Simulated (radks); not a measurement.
Radial electron density D(r) = 4 pi r^2 rho(r) of an atom or ion with 67 electrons. Method: Dirac Kohn-Sham, Wu-Cohen GGA, spin-unpolarised, spherical densities, finite nucleus; Fermi nuclear charge, rms radius of each element as measured or else 0.836 A^(1/3) + 0.57 fm; computed with a radial shooting solver on a logarithmic mesh with Libxc functionals.

| r (bohr) | D(r) (e/bohr) |
|---|---|
| 0.001729 | 11.96 |
| 0.002045 | 15.37 |
| 0.002419 | 19.60 |
| 0.002862 | 24.76 |
| 0.003386 | 30.94 |
| 0.004005 | 38.17 |
| 0.004738 | 46.40 |
| 0.005604 | 55.40 |
| 0.00663 | 64.80 |
| 0.007842 | 73.99 |
| 0.009277 | 82.17 |
| 0.01089 | 88.20 |
| 0.01288 | 91.89 |
| 0.01523 | 92.40 |
| 0.01802 | 89.99 |
| 0.02132 | 85.91 |
| 0.02522 | 82.38 |
| 0.02983 | 82.11 |
| 0.03529 | 87.11 |
| 0.04174 | 97.26 |
| 0.04938 | 109.4 |
| 0.05841 | 118.2 |
| 0.0691 | 118.5 |
| 0.08174 | 109.6 |
| 0.09669 | 97.36 |
| 0.1144 | 90.82 |
| 0.1353 | 94.97 |
| 0.1601 | 104.3 |
| 0.1893 | 105.8 |
| 0.224 | 91.34 |
| 0.2649 | 67.60 |
| 0.3134 | 50.60 |
| 0.3708 | 49.03 |
| 0.4386 | 55.52 |
| 0.5188 | 56.49 |
| 0.6137 | 47.14 |
| 0.726 | 33.36 |
| 0.8588 | 22.32 |
| 1.016 | 15.92 |
| 1.202 | 12.07 |
| 1.422 | 8.726 |
| 1.682 | 5.573 |
| 1.989 | 3.181 |
| 2.334 | 1.870 |
| 2.762 | 1.243 |
| 3.267 | 0.9210 |
| 3.864 | 0.6265 |
| 4.571 | 0.3482 |
| 5.407 | 0.1773 |
| 6.397 | 0.1322 |
| 7.567 | 0.1478 |
| 8.951 | 0.1555 |
| 10.59 | 0.1241 |
| 12.53 | 0.06201 |
| 14.82 | 0.02243 |
| 17.53 | 0.005666 |
| 20.73 | 0.0009273 |

What is the nuclear charge?

Answer. Z = 67. The innermost maximum, from 1s, lies near gamma/Z bohr with gamma = sqrt(1 - (Z/c)^2) = 0.872, here 0.013 bohr (found: 0.0144), and its height grows with Z. The density is that of neutral holmium in [Kr] 4d10 4f11 5s2 5p5 6s2 7s1; the configuration itself is not fixed sharply by these data, and Z only to a few units. D(r) has 5 maxima, at r = 0.0144, 0.0638, 0.178, 0.487, 8.60 bohr, and minima at 0.0278, 0.116, 0.345, 6.35 bohr, inside which lie 2.01, 11.14, 29.52, 66.07 electrons.
